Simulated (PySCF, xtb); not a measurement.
C3H2F3, SMILES C=C(F)[C](F)F (connectivity only; charge and spin as stated), charge +1, multiplicity 1. One conformer was computed; it need not be the lowest.

Harmonic wavenumbers (cm⁻¹) from xtb 6.7.1 with GFN2-xTB at its own minimum, in rising order: 115, 186, 327, 351, 481, 537, 586, 668, 798, 913, 937, 1190, 1287, 1405, 1470, 1517, 3020, 3068.

Question: What does PBE-D3(BJ)/def2-SVP (PySCF) give at its own minimum? (The exact figures need the calculation; the answer reports its results.)

Answer: 114, 228, 369, 375, 508, 578, 647, 737, 809, 939, 981, 1248, 1360, 1513, 1546, 1601, 3091, 3209. Paired by order, the mean absolute difference is 55 cm⁻¹ and the zero-point energies are 27.0 and 28.4 kcal/mol.
